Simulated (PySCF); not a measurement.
# Run times: dysprosium in even-tempered 20s14p9d4f4g

Measured wall times of calculations with PySCF 2.14 in an uncontracted even-tempered set (20 s from 1.4 bohr⁻², ratio 2.5; 14 p from 1.8 bohr⁻², ratio 2.5; 9 d from 1.8 bohr⁻², ratio 2.5; 4 f from 10 bohr⁻², ratio 2.7; 4 g from 15 bohr⁻², ratio 2.7), with scalar relativity by spin-free X2C-1e, run from one Python driver. Hardware: 2 threads of Neoverse-V2 on a shared host, 2.6 GiB allowed. The two-electron integrals over 171 functions were computed once and kept in memory (1.5 CPU seconds with the set-up); the times below exclude them. Kohn-Sham runs start from converged Hartree-Fock orbitals.

Launch command (the driver calls PySCF for each step listed in the task file):

```bash
OMP_NUM_THREADS=2 python atomrun2.py TASK.json OUT
```

```csv
species,step,iterations,wall time (s)
Dy²²⁺ [Kr] 4d8,UHF with spin-orbit constants,5,13
Dy²²⁺ [Kr] 4d8,LDA,5,1.7
Dy²²⁺ [Kr] 4d8,PBE,5,2.3
Dy²²⁺ [Kr] 4d8,PBE0,5,4.6
Dy²²⁺ [Kr] 4d8,r2SCAN,5,5.8
Dy²²⁺ [Kr] 4d8,MP2 (16 electrons),,3.2
Dy²³⁺ [Kr] 4d7,UHF with spin-orbit constants,5,12
Dy²³⁺ [Kr] 4d7,LDA,5,1.7
Dy²³⁺ [Kr] 4d7,PBE,5,2.3
Dy²³⁺ [Kr] 4d7,PBE0,5,4.7
Dy²³⁺ [Kr] 4d7,r2SCAN,5,6
Dy²³⁺ [Kr] 4d7,MP2 (15 electrons),,3.1
```

Peak memory of the process: 1.3 GiB. Times on a shared host vary from run to run.
